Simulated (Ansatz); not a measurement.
`[CH3][GeH]([Cl])[I]`, 8 atoms. Charge 0, multiplicity 1. Correlated methods include outer-core shells of Ge, I, which these sets cover unevenly. Scalar relativity is left out up to krypton. I takes the def2 core potential. All runs use 4 threads of an Intel Xeon on a shared host. Correlated methods freeze the cores.

(1) Give the basis size and wall time and peak host memory of each of these runs in Ansatz. RKS PBE0-D4/def2-TZVP frequencies; RHF-CCSD(T)/def2-TZVPP energy; direct RPA on PBE orbitals/def2-TZVPP energy; RKS B3LYP-D4/def2-TZVPP energy and forces; RHF-CCSD(T)/def2-SVP energy; RHF-MP2/def2-QZVPP energy; RKS ωB97M-V/def2-QZVPP energy; RKS PBE0-D4/def2-QZVPP energy; RKS ωB97M-V/def2-SVP energy; RKS LC-ωPBE/def2-TZVPP energy; RKS PBE-D4/def2-TZVPP energy and forces; RKS PBE0-D4/def2-SVP energy. (Estimate.)

Answers

(1) Ansatz gave: Other jobs shared the machine, so times are rough.

```tsv
level	job	functions	wall time	peak host memory (GiB)
RKS PBE0-D4/def2-SVP	energy	110	1.4 s	0.29
RKS PBE-D4/def2-TZVPP	energy and forces	227	2 s	0.34
RKS LC-ωPBE/def2-TZVPP	energy	227	2.3 s	0.47
RKS B3LYP-D4/def2-TZVPP	energy and forces	227	4.1 s	0.8
direct RPA on PBE orbitals/def2-TZVPP	energy	227	4.1 s	0.58
RKS ωB97M-V/def2-SVP	energy	110	4.5 s	0.41
RHF-CCSD(T)/def2-SVP	energy	110	6 s	0.57
RKS PBE0-D4/def2-QZVPP	energy	418	7.5 s	1.8
RHF-MP2/def2-QZVPP	energy	418	16 s	2.3
RKS ωB97M-V/def2-QZVPP	energy	418	16 s	2.1
RHF-CCSD(T)/def2-TZVPP	energy	227	110 s	4.2
RKS PBE0-D4/def2-TZVP	frequencies	190	110 s	0.66
```

B3LYP here is the variant with VWN-RPA as its local correlation; programs differ in this. LC-ωPBE has ω = 0.4 bohr⁻¹.
